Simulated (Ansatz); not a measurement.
Cartesian coordinates (Å):
SMILES: C[O][Ge]([O]C)([O]C)[O]C
```xyz
21

C      0.7101     2.5869    -0.6489
O      0.2869     1.6932     0.3534
Ge     0.0002     0.0000     0.0001
O     -0.8924    -0.0509    -1.5081
C     -1.0707    -1.2578    -2.2109
O      1.4373    -0.9757    -0.2371
C      2.2500    -1.3550     0.8483
O     -0.8314    -0.6665     1.3922
C     -1.8895     0.0259     2.0115
H      1.7721     2.4335    -0.9117
H      0.1088     2.4938    -1.5692
H      0.5990     3.6115    -0.2623
H     -0.1272    -1.8199    -2.3168
H     -1.8108    -1.9128    -1.7175
H     -1.4465    -1.0153    -3.2166
H      2.9407    -2.1384     0.5007
H      1.6593    -1.7579     1.6885
H      2.8529    -0.5086     1.2230
H     -1.6408     1.0846     2.1969
H     -2.0952    -0.4583     2.9783
H     -2.8128    -0.0123     1.4061
```
Charge 0, multiplicity 1.

The numbers are results of frozen-core CCSD(T)/cc-pVDZ // PBE0-D3(BJ)/def2-SVP run with Ansatz (an electronic-structure program), not measurements.

```json
{
 "HF energy": "-2533.31996 Ha",
 "MP2 correlation energy": "-1.42308 Ha"
}
```

### Question
Estimate the CCSD correlation energy, the (T) correction, the total energy and the T1 diagnostic.

### Answer

The CCSD correlation energy is -1.50114 Ha and the (T) correction is -0.04041 Ha. The CCSD(T) total energy comes out as -2534.86151 Ha and the T1 diagnostic comes out as 0.011.
